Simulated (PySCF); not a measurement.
C₅H₁₂Si.
Z-matrix (Å and degrees, PBE0-D3(BJ)/def2-SVP geometry), rows numbered from 1:
```
C 
Si  1  1.8799
C   2  1.9039  1  114.44
C   3  1.5381  2  103.79  1   107.40
C   4  1.5322  3  108.93  2    35.32
C   5  1.5361  4  108.51  3   -50.21
H   1  1.1011  2  111.47  3    66.77
H   1  1.1015  2  110.33  3   -53.19
H   1  1.1016  2  111.10  3  -172.97
H   2  1.4997  1  109.27  3  -126.15
H   3  1.1031  2  109.31  1  -134.70
H   3  1.1012  2  113.99  1   -15.41
H   4  1.1050  3  109.41  2   -83.34
H   4  1.1026  3  112.13  2   159.08
H   5  1.1050  4  108.85  3    68.84
H   5  1.1030  4  111.34  3  -174.23
H   6  1.1048  2  108.27  1   -17.55
H   6  1.1003  2  115.03  1   101.85
```

Linear response at CAM-B3LYP/def2-SVPD (PySCF, frozen core in the response, non-relativistic). One conformer (not necessarily the lowest) at the PBE0-D3(BJ)/def2-SVP geometry, without solvent, vibrations or thermal averaging.

Static isotropic polarisability: 84.02 au (12.45 Å³), principal values 76.5, 81.4, 94.1 au.

Task: What is the polarisability at 1064 nm and at the sodium D line?

Result: 84.67 au at 1064 nm (+0.8 %), 86.18 au at 589.3 nm (+2.6 %). The rise at 589.3 nm is 3.34 times that at 1064 nm; a pure ω² law gives 3.26. The lowest singlet lies at 162 nm, shorter than both wavelengths.

Task: What is the isotropic C6 coefficient between two such molecules, C6 = (3/π)∫α(iω)² dω?

Result: 2882 au (Eh·bohr⁶) by a ten-point quadrature over imaginary frequencies, which is 1720 eV·Å⁶ or 166 J·nm⁶/mol.

Task: Which effective excitation energy ω̄ makes London's formula C6 = (3/4)α²ω̄ exact here?

Result: ω̄ = 4·C6/(3α²) = 0.544 Eh = 14.8 eV. A one-pole form α(ω) = α/(1 − ω²/ω̄²) fitted to the 1064 nm value gives 13.3 eV. London's choice of the ionisation energy (9.90 eV, ΔSCF at the same level) gives C6 = 1930 au, 33 % too low.

Task: What three-body coefficient follows from the one-pole estimate C9 = (3/4)·α·C6?

Result: 182000 au. This is an estimate from the two numbers above, not a computed integral.

Task: What does −C6/R⁶ come to at R = 10 Å between centres?

Result: -170 J/mol. This is the leading, orientation-averaged term; C8 and higher terms are left out.

Task: How many electrons N does the Slater–Kirkwood formula C6 = (3/4)·√N·α^(3/2) need to give this C6?

Result: N = (4·C6/3)²/α³ = 24.9; the species has 56 electrons in all.
